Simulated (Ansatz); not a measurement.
**Which is lower?**

The two ends of one reaction step of MgN$_{2}$H$_{7}$Cl, closed shell (PBE0-D4/def2-TZVP).

A:

Mg1  (-0.682, -0.430, 0.175)
H2  (0.697, -1.480, -1.579)
Cl3  (-2.388, -0.851, -1.214)
H4  (-0.198, 2.256, 0.118)
N5  (0.308, -0.858, 1.740)
H6  (1.114, -1.512, -0.952)
N7  (-0.099, 1.516, -0.569)
H8  (0.188, -1.678, 2.317)
H9  (0.951, -0.252, 2.229)
H10  (-0.737, 1.716, -1.333)
H11  (0.847, 1.574, -0.931)
(Å)

B:

Mg1  (-0.736, -1.664, -0.498)
H2  (-0.384, -0.796, -1.952)
Cl3  (-1.558, -3.565, 0.329)
H4  (0.202, 0.422, 0.811)
N5  (-0.174, -0.465, 1.185)
H6  (0.434, 1.061, -1.351)
N7  (0.724, 1.695, -0.606)
H8  (-0.952, -0.257, 1.802)
H9  (0.535, -0.902, 1.766)
H10  (0.207, 2.559, -0.728)
H11  (1.701, 1.913, -0.758)
(Å)

Computed with Ansatz 0.2.0 (basis: def2-TZVPP); correlated methods freeze the cores. The outer core shell of Li, Na, Mg and K is correlated. The def2 sets are not built for correlating such inner shells, so the correlated values are less sure here. B3LYP uses VWN-RPA correlation.

Question: Which structure is lower at CCSD(T), and by how much? (Judge from chemistry; the value comes from the calculation.)

Answer: The calculation gives: A, by 0.056 eV (electronic energy, against the other). By their contacts, A is a complex of MgN₂H₅Cl ([NH2][Mg]([NH3])[Cl]) + H₂ and B is a complex of MgNH₄Cl ([NH3][MgH][Cl]) + NH₃.

Question: Do the other methods give the same order? (Judge from chemistry; the calculation decides.)

Answer: The calculation gives: Not all: SPW92, PBE-D4, B97M-V, PBE0-D4, BHLYP-D4, CAM-B3LYP-D4, HF give the other order.

```json
{"method": "SPW92", "E(B) − E(A) (eV)": "-0.143"}
{"method": "PBE-D4", "E(B) − E(A) (eV)": "-0.030"}
{"method": "BLYP-D4", "E(B) − E(A) (eV)": "0.036"}
{"method": "r2SCAN-D4", "E(B) − E(A) (eV)": "0.067"}
{"method": "B97M-V", "E(B) − E(A) (eV)": "-0.208"}
{"method": "PBE0-D4", "E(B) − E(A) (eV)": "-0.048"}
{"method": "B3LYP-D4", "E(B) − E(A) (eV)": "0.014"}
{"method": "r2SCAN0-D4", "E(B) − E(A) (eV)": "0.030"}
{"method": "BHLYP-D4", "E(B) − E(A) (eV)": "-0.010"}
{"method": "CAM-B3LYP-D4", "E(B) − E(A) (eV)": "-0.009"}
{"method": "wB97X-V", "E(B) − E(A) (eV)": "0.005"}
{"method": "wB97M-V", "E(B) − E(A) (eV)": "0.019"}
{"method": "B2PLYP", "E(B) − E(A) (eV)": "0.045"}
{"method": "PBE-QIDH", "E(B) − E(A) (eV)": "0.008"}
{"method": "RPA on PBE", "E(B) − E(A) (eV)": "0.052"}
{"method": "HF", "E(B) − E(A) (eV)": "-0.068"}
{"method": "MP2", "E(B) − E(A) (eV)": "0.141"}
{"method": "CCSD", "E(B) − E(A) (eV)": "0.044"}
{"method": "CCSD(T)", "E(B) − E(A) (eV)": "0.056"}
```

T1 diagnostic: at most 0.008.

Labels in which every atom is bracketed show which atoms are joined, not bond orders.

For scale, one of the runs: CCSD(T)/def2-TZVPP, 234 basis functions, launched by `ansatz run in.yaml --threads 4 --pin off --events-out ev --progress --plain --max-ram 9574MiB`. The run took 110 s on 4 CPU threads of an Intel Xeon Platinum 8488C (shared host), with 4.6 GiB of host memory at its peak.
